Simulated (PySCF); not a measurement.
CH₃BF₂. Atoms are numbered in the order given.

```xyz
7

B      0.0378    -0.0338     0.0603
F      1.3573    -0.2317     0.0142
F     -0.6083    -0.6626     1.0450
C     -0.7066     0.8476    -0.9962
H     -1.6544     1.2657    -0.6067
H     -0.9683     0.2038    -1.8651
H     -0.0678     1.6636    -1.3856
```

Coordinates come from a PBE-D3(BJ)/def2-SVP optimisation.

The numbers are results of TDDFT-CAM-B3LYP/def2-SVPD in PySCF, not measurements.

Vertical excitations. Isolated molecule, no solvent.

Computed excitation energies, oscillator strengths and character:
```json
[
 {"state": "S1", "energy (eV)": "8.75", "λ (nm)": "142", "f": "0.022", "main pairs": "HOMO→LUMO+1 92 %"},
 {"state": "S2", "energy (eV)": "9.50", "λ (nm)": "131", "f": "0.080", "main pairs": "HOMO→LUMO 92 %"},
 {"state": "S3", "energy (eV)": "9.77", "λ (nm)": "127", "f": "0.001", "main pairs": "HOMO−1→LUMO+1 80 %"},
 {"state": "S4", "energy (eV)": "10.39", "λ (nm)": "119", "f": "0.036", "main pairs": "HOMO−1→LUMO 84 %"},
 {"state": "S5", "energy (eV)": "10.58", "λ (nm)": "117", "f": "0.079", "main pairs": "HOMO−2→LUMO 44 %, HOMO−3→LUMO+1 29 %, HOMO−2→LUMO+1 11 %"},
 {"state": "S6", "energy (eV)": "10.59", "λ (nm)": "117", "f": "0.064", "main pairs": "HOMO−3→LUMO+1 43 %, HOMO−2→LUMO 26 %, HOMO−2→LUMO+1 12 %, HOMO−1→LUMO+1 9 %"},
 {"state": "S7", "energy (eV)": "10.63", "λ (nm)": "117", "f": "0.127", "main pairs": "HOMO−2→LUMO+1 73 %, HOMO−2→LUMO 21 %"},
 {"state": "S8", "energy (eV)": "11.18", "λ (nm)": "111", "f": "0.002", "main pairs": "HOMO→LUMO+2 90 %"},
 {"state": "S9", "energy (eV)": "11.20", "λ (nm)": "111", "f": "0.026", "main pairs": "HOMO−3→LUMO 52 %, HOMO−4→LUMO+1 21 %, HOMO−1→LUMO+2 14 %"},
 {"state": "S10", "energy (eV)": "11.43", "λ (nm)": "108", "f": "0.099", "main pairs": "HOMO−4→LUMO+1 35 %, HOMO−4→LUMO 31 %, HOMO−3→LUMO 18 %"},
 {"state": "T1", "energy (eV)": "7.91", "λ (nm)": "157", "f": "0", "main pairs": "HOMO→LUMO+1 94 %"},
 {"state": "T2", "energy (eV)": "9.22", "λ (nm)": "134", "f": "0", "main pairs": "HOMO→LUMO 89 %"},
 {"state": "T3", "energy (eV)": "9.54", "λ (nm)": "130", "f": "0", "main pairs": "HOMO−1→LUMO+1 83 %"},
 {"state": "T4", "energy (eV)": "9.67", "λ (nm)": "128", "f": "0", "main pairs": "HOMO−2→LUMO+1 86 %"}
]
```
Triplets are in the Tamm–Dancoff approximation, which puts them higher than full response would, so one can lie above its singlet here.
